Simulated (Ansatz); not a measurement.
C₂H₆Cl₂Se₂Zr, SMILES `C[Se][Zr]([Cl])([Cl])[Se]C`, relaxed with RKS PBE0-D4/def2-TZVP in the Gaussian-basis code of Ansatz from a GFN2-xTB geometry. The force threshold is 0.005 eV/Å; the program also tests the step.

Charge 0, multiplicity 1. Zr: def2 effective core potential.

Start:

```xyz
13

C     2.497    0.672   -0.777
Se    1.748   -0.567   -2.161
Zr   -0.119   -0.904   -0.525
Cl    0.706   -1.740    1.415
Cl   -1.742   -2.268   -1.314
Se   -1.060    1.367   -0.042
C    -2.316    0.323    1.107
H     1.898    1.589   -0.762
H     3.520    0.907   -1.061
H     2.482    0.174    0.199
H    -2.940   -0.301    0.460
H    -1.733   -0.282    1.810
H    -2.938    1.030    1.652
```

```
        step   energy (eV)  largest force (eV/Å)  largest move (Å)
           1  -159179.2548                 1.113             0.000
           2  -159179.4089                 0.678             0.194
           3  -159179.4530                 0.430             0.200
           4  -159179.4693                 0.469             0.162
           5  -159179.4921                 0.115             0.200
           6  -159179.4966                 0.093             0.137
           7  -159179.5023                 0.051             0.130
8 (rejected)  -159179.4928                 0.428             0.195
           9  -159179.5047                 0.016             0.082
          10  -159179.5063                 0.100             0.098
          11  -159179.5074                 0.067             0.049
          12  -159179.5084                 0.022             0.063
          13  -159179.5089                 0.043             0.055
          14  -159179.5094                 0.068             0.054
          15  -159179.5099                 0.096             0.061
          16  -159179.5105                 0.130             0.067
          17  -159179.5113                 0.146             0.076
          18  -159179.5128                 0.114             0.051
          19  -159179.5144                 0.095             0.081
          20  -159179.5144                 0.218             0.110
          21  -159179.5163                 0.061             0.019
          22  -159179.5167                 0.079             0.041
          23  -159179.5173                 0.028             0.027
          24  -159179.5175                 0.063             0.060
          25  -159179.5177                 0.020             0.017
          26  -159179.5178                 0.009             0.010
          27  -159179.5178                 0.005             0.014
          28  -159179.5178                 0.007             0.015
          29  -159179.5178                 0.003             0.005
```

End:

```xyz
13

C     2.543    0.751   -0.832
Se    1.724   -0.385   -2.222
Zr   -0.050   -0.924   -0.521
Cl    0.880   -1.562    1.541
Cl   -1.462   -2.577   -1.364
Se   -1.357    1.216   -0.202
C    -2.437    0.271    1.151
H     2.699    1.733   -1.272
H     3.485    0.299   -0.532
H     1.907    0.873    0.051
H    -3.481    0.356    0.857
H    -2.188   -0.791    1.229
H    -2.262    0.740    2.116
```

Hardware: 4 threads of an AMD EPYC 7R13 on a shared host and a share of an NVIDIA H100 80 GB. Wall time 91 s, peak host memory 1.1 GiB.
